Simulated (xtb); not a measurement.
C₈H₁₁, doublet, at a GFN2-xTB geometry; GFN2-xTB with ALPB(methanol) in xtb 6.7.1.

xtb was given this input:
```
$ xtb mol.xyz --gfn 2 --uhf 1 --alpb methanol --json

# file mol.xyz
19

C     -0.68815944     1.44991700     0.00095012
C      0.56583363     1.73356518     0.08871167
C      1.79109929     0.82554795     0.02487085
C      1.50500812    -0.60403953    -0.43816026
C      0.68712500    -1.36153488     0.56004900
C     -0.63005444    -1.50643390     0.52504570
C     -1.52106882    -0.88989058    -0.50082297
C     -1.84058581     0.59003881    -0.12756873
H      0.86302146     2.77101086     0.24522411
H      2.24134249     0.80682351     1.02225618
H      2.51200778     1.28723892    -0.65609232
H      0.99788479    -0.56333120    -1.40313238
H      2.46151711    -1.11561175    -0.57772975
H      1.24644255    -1.80315380     1.37471746
H     -1.12555719    -2.05542199     1.31466840
H     -1.05287984    -0.90382031    -1.48591503
H     -2.46618753    -1.43242675    -0.56048331
H     -2.38269051     0.59355470     0.82431665
H     -2.51008613     0.99211757    -0.89628244
```

Output, abridged:

```
   ID    Z sym.   atoms
    1    6 C      1-8
    2    1 H      9-19

           -------------------------------------------------
          |                Calculation Setup                |
           -------------------------------------------------

           -------------------------------------------------
          |                 G F N 2 - x T B                 |
           -------------------------------------------------

      * Solvation model:               ALPB
        Solvent                        methanol
        Parameter file                 internal GFN2-xTB/ALPB
        Dielectric constant                3.2700E+01
        Reference state                gsolv [1 M gas/solution]
        Free energy shift                  3.9449E-03 Eh       2.4755E+00 kcal/mol
        Temperature                        2.9815E+02 K
        Density                            7.9200E-01 kg/L
        Solvent mass                       3.2040E+01 g/mol
        Interaction kernel             P16
        Born radius scaling (c1)           1.6600E+00
        Born radii integrator          GBOBC
        Born offset                        0.0000E+00 a0       0.0000E+00 AA
        H-bond correction              true
        Ion screening                  false
        Surface tension                    1.0000E-05 Eh       1.5569E+01 dyn/cm
        Grid points                               230 per atom

          ...................................................
          :                      SETUP                      :
          :.................................................:
          :  # basis functions                  43          :
          :  # atomic orbitals                  43          :
          :  # shells                           27          :
          :  # electrons                        43          :
          :  max. iterations                   250          :
          :  Hamiltonian                  GFN2-xTB          :
          :  restarted?                      false          :
          :  GBSA solvation                   true          :
          :  PC potential                    false          :
          :  electronic temp.          300.0000000     K    :
          :  accuracy                    1.0000000          :
          :  -> integral cutoff          0.2500000E+02      :
          :  -> integral neglect         0.1000000E-07      :
          :  -> SCF convergence          0.1000000E-05 Eh   :
          :  -> wf. convergence          0.1000000E-03 e    :
          :  Broyden damping             0.4000000          :
          :  net charge                          0          :
          :  unpaired electrons                  1          :
          ...................................................

 iter      E             dE          RMSdq      gap      omega  full diag
   1    -22.9834680 -0.229835E+02  0.383E+00    2.79       0.0  T
   2    -23.0021547 -0.186867E-01  0.224E+00    2.61       1.0  T
   3    -23.0027014 -0.546714E-03  0.489E-01    2.60       1.0  T
   4    -23.0031629 -0.461471E-03  0.154E-01    2.67       1.0  T
   5    -23.0033394 -0.176518E-03  0.783E-02    2.61       1.0  T
   6    -23.0034099 -0.704443E-04  0.303E-02    2.63       1.0  T
   7    -23.0034107 -0.817966E-06  0.662E-03    2.62       3.5  T
   8    -23.0034109 -0.193189E-06  0.336E-03    2.62       6.8  T
   9    -23.0034110 -0.131796E-06  0.128E-03    2.62      17.9  T
  10    -23.0034110 -0.255378E-08  0.553E-04    2.62      41.5  T
  11    -23.0034110 -0.107215E-08  0.127E-04    2.62     180.4  T

   *** convergence criteria satisfied after 11 iterations ***

         :::::::::::::::::::::::::::::::::::::::::::::::::::::
         ::                     SUMMARY                     ::
         :::::::::::::::::::::::::::::::::::::::::::::::::::::
         :: total energy             -22.608910918622 Eh    ::
         :: total w/o Gsasa/hb       -22.600931697171 Eh    ::
         :: gradient norm              0.001709658096 Eh/a0 ::
         :: HOMO-LUMO gap              2.623554325550 eV    ::
         ::.................................................::
         :: SCC energy               -23.003342186372 Eh    ::
         :: -> isotropic ES            0.004305919909 Eh    ::
         :: -> anisotropic ES          0.004968799309 Eh    ::
         :: -> anisotropic XC          0.014982067623 Eh    ::
         :: -> dispersion             -0.014521015281 Eh    ::
         :: -> Gsolv                  -0.008565199906 Eh    ::
         ::    -> Gelec               -0.000585978454 Eh    ::
         ::    -> Gsasa               -0.011561206179 Eh    ::
         ::    -> Ghb                 -0.000362935089 Eh    ::
         ::    -> Gshift               0.003944919816 Eh    ::
         :: repulsion energy           0.394431267750 Eh    ::
         :: add. restraining           0.000000000000 Eh    ::
         :: total charge              -0.000000000000 e     ::
         :::::::::::::::::::::::::::::::::::::::::::::::::::::

           -------------------------------------------------
          |                Property Printout                |
           -------------------------------------------------

    * Orbital Energies and Occupations

         #    Occupation            Energy/Eh            Energy/eV
      -------------------------------------------------------------
         1        2.0000           -0.6257114             -17.0265
       ...           ...                  ...                  ...
        10        2.0000           -0.5069946             -13.7960
        11        2.0000           -0.4950730             -13.4716
        12        2.0000           -0.4830246             -13.1438
        13        2.0000           -0.4721744             -12.8485
        14        2.0000           -0.4668295             -12.7031
        15        2.0000           -0.4568393             -12.4312
        16        2.0000           -0.4471086             -12.1664
        17        2.0000           -0.4396310             -11.9630
        18        2.0000           -0.4243890             -11.5482
        19        2.0000           -0.4138774             -11.2622
        20        2.0000           -0.3849195             -10.4742
        21        2.0000           -0.3769212             -10.2565
        22        1.0000           -0.2901527              -7.8955 (HOMO)
        23                         -0.1937389              -5.2719 (LUMO)
        24                         -0.1673455              -4.5537
        25                          0.0899318               2.4472
        26                          0.1060218               2.8850
        27                          0.1078910               2.9359
        28                          0.1199815               3.2649
        29                          0.1350426               3.6747
        30                          0.1409063               3.8343
        31                          0.1478591               4.0235
        32                          0.1655172               4.5040
        33                          0.1954168               5.3176
       ...                                ...                  ...
        43                          0.8724250              23.7399
      -------------------------------------------------------------
                  HL-Gap            0.0964138 Eh            2.6236 eV
             Fermi-level           -0.2877414 Eh           -7.8298 eV

     #   Z          covCN         q      C6AA      α(0)
     1   6 C        1.964    -0.081    33.272     9.315
     2   6 C        2.882    -0.053    29.319     8.877
     3   6 C        3.803    -0.049    21.460     6.595
     4   6 C        3.805    -0.056    21.580     6.613
     5   6 C        2.891    -0.044    29.102     8.845
     6   6 C        2.890    -0.046    29.147     8.851
     7   6 C        3.804    -0.054    21.539     6.607
     8   6 C        3.802    -0.041    21.302     6.571
     9   1 H        0.924     0.040     2.455     2.451
    10   1 H        0.924     0.040     2.452     2.449
    11   1 H        0.924     0.040     2.450     2.448
    12   1 H        0.924     0.040     2.446     2.446
    13   1 H        0.924     0.034     2.537     2.491
    14   1 H        0.925     0.021     2.719     2.579
    15   1 H        0.925     0.022     2.699     2.569
    16   1 H        0.924     0.041     2.442     2.444
    17   1 H        0.924     0.038     2.471     2.458
    18   1 H        0.924     0.053     2.280     2.361
    19   1 H        0.924     0.057     2.240     2.341

 Mol. C6AA /au·bohr⁶  :       3331.199668
 Mol. C8AA /au·bohr⁸  :      77043.535360
 Mol. α(0) /au        :         89.309758

Wiberg/Mayer (AO) data.
largest (>0.10) Wiberg bond orders for each atom

 ---------------------------------------------------------------------------
     #   Z sym  total        # sym  WBO       # sym  WBO       # sym  WBO
 ---------------------------------------------------------------------------
     1   6 C    3.400 --     2 C    2.032     8 C    1.106
     2   6 C    3.981 --     1 C    2.032     3 C    0.941     9 H    0.922
     3   6 C    3.988 --     4 C    0.989    11 H    0.967    10 H    0.963
                             2 C    0.941
     4   6 C    3.998 --     5 C    1.026     3 C    0.989    13 H    0.970
                            12 H    0.967
     5   6 C    3.991 --     6 C    1.912     4 C    1.026    14 H    0.969
     6   6 C    3.990 --     5 C    1.912     7 C    1.034    15 H    0.969
     7   6 C    3.993 --     6 C    1.034    17 H    0.974    16 H    0.967
                             8 C    0.921
     8   6 C    3.996 --     1 C    1.106    18 H    0.952    19 H    0.949
                             7 C    0.921
     9   1 H    0.996 --     2 C    0.922
    10   1 H    0.998 --     3 C    0.963
    11   1 H    0.998 --     3 C    0.967
    12   1 H    0.998 --     4 C    0.967
    13   1 H    0.999 --     4 C    0.970
    14   1 H    1.000 --     5 C    0.969
    15   1 H    0.999 --     6 C    0.969
    16   1 H    0.998 --     7 C    0.967
    17   1 H    0.998 --     7 C    0.974
    18   1 H    0.997 --     8 C    0.952
    19   1 H    0.997 --     8 C    0.949
 ---------------------------------------------------------------------------

Topologies differ in total number of bonds
Writing topology from bond orders to xtbtopo.mol

molecular dipole:
                 x           y           z       tot (Debye)
 q only:       -0.097      -0.031      -0.152
   full:       -0.034      -0.100      -0.134       0.434
molecular quadrupole (traceless):
                xx          xy          yy          xz          yz          zz
 q only:        2.904       0.635      -1.961       0.275       0.287      -0.943
  q+dip:        5.943       2.221      -4.668       0.629      -0.698      -1.275
   full:        4.212       1.471      -3.425       0.428      -0.162      -0.787

           -------------------------------------------------
          | TOTAL ENERGY              -22.608910918622 Eh   |
          | GRADIENT NORM               0.001709658096 Eh/α |
          | HOMO-LUMO GAP               2.623554325550 eV   |
           -------------------------------------------------

normal termination of xtb
```
